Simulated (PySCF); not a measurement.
CH11B2P3.
Atom-mapped SMILES: `[CH3:1][B@H-:2]1[PH2+:3][B@H-:4]([PH2:5])[PH2+:6]1`

Cartesian coordinates in Å at the PBE0-D3(BJ)/def2-SVP level; atoms count from 1:
```
atom  x, y, z in Å
C1    -2.708   -0.148    0.550
B2    -1.153    0.185    0.659
P3     0.259   -1.194    0.427
B4     1.459    0.099   -0.471
P5     2.557    0.989    0.917
P6    -0.172    1.183   -0.751
H7    -2.984   -0.659   -0.387
H8    -3.030   -0.793    1.383
H9    -3.310    0.773    0.611
H10   -0.757    0.756    1.666
H11   -0.079   -2.289   -0.407
H12    0.739   -1.869    1.577
H13    2.015   -0.297   -1.472
H14    3.602    0.013    0.929
H15    3.257    1.854    0.019
H16   -0.069    2.592   -0.631
H17   -0.688    1.062   -2.066
```

NICS is the negative of the GIAO shielding at a point without a nucleus: at the ring centre (0) and 1 Å above and below it (1); zz is the component along the ring normal. Level: GIAO B3LYP/pcSseg-1 (PySCF, non-relativistic, gas phase) on the PBE0-D3(BJ)/def2-SVP geometry, one conformer.

Ring bond lengths (Å): B2–P3 1.987, P3–B4 1.979, B4–P6 1.978, P6–B2 1.987.

Give the NICS values of each ring in ppm.

```tsv
ring	type	NICS(0)	NICS(1), two faces	NICS(1)zz, two faces	rms pucker (Å)	centre to ring atoms, mean (Å)
B2–P3–B4–P6	4-membered ring with 2 B and 2 P; formal bonds all single	-2.7	-1.5 / -2.9	3.9 / 4.5	0.16	1.39
```

What can be read from them?

- B2–P3–B4–P6: mean NICS(1)zz 4.2 ppm, deshielded. B2, P3, B4, P6 have four or more neighbours; no verdict on aromaticity is drawn.

What is the mean of the two in-plane components of NICS at the first NICS(1) probe listed for ring B2–P3–B4–P6, 1 Å off the ring?

The isotropic value is a third of the trace: (3 × -1.5 − (3.9))/2 = -4.2 ppm.

List the ring angles.

- B2–P3–B4–P6: B2 85.1°, P3 91.8°, B4 85.6°, P6 91.8°; sum 354.2° against 360° for a flat convex ring.

How shielded are the nuclei of the rings and their hydrogens (means over atoms taken as equivalent)?

```csv
atoms,environment,σ isotropic (ppm)
B2,four-coordinate boron,120.7
P3 (×2),phosphorus bonded to 2 B and 2 H,418.4
B4,four-coordinate boron,130.2
H10,B–H hydrogen,27.79
H11 (×2),P–H hydrogen,27.51
H12 (×2),P–H hydrogen,27.58
H13,B–H hydrogen,28.39
```

How do the values depend on the level or the medium?

```tsv
level	NICS(0), B2–P3–B4–P6	mean NICS(1)zz, B2–P3–B4–P6
B3LYP/pcSseg-1, gas	-2.7	4.2
PBE0/pcSseg-1, gas	-3.0	4.2
```

The geometry is the same throughout.
